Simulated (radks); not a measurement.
Task: The mean radii <r> (bohr) of the occupied orbitals of an atom or ion are listed with their occupations. Calculated with a radial shooting solver on a logarithmic mesh with Libxc functionals: scalar-relativistic Kohn-Sham, PBE, spin-polarised, spherical densities, finite nucleus; Fermi nuclear charge, rms radius of each element as measured or else 0.836 A^(1/3) + 0.57 fm.

orbital  occ.      <r>
1s up       1  0.04149
1s down     1  0.04149
2s up       1   0.1835
2s down     1   0.1835
2p up       3   0.1601
2p down     3   0.1601
3s up       1   0.5298
3s down     1   0.5296
3p up       3   0.5398
3p down     3   0.5394
3d up       5   0.5529
3d down     5   0.5509
4s up       1    1.430
4s down     1    1.428
4p up       2    1.595

Name the element and its charge. Open shells, if any, are filled with parallel spins first.

Result: Z = 36, krypton, charge +4: Kr4+ in [Ar] 3d10 4s2 4p2. The 1s radius gives Z: for a bare nucleus <r> = (2 gamma + 1)/(2Z) with gamma = sqrt(1 - (Z/c)^2), 0.04069 bohr for Z = 36, and screening makes it slightly larger (0.04149 here). The occupations add up to 32, and the charge is Z minus that.
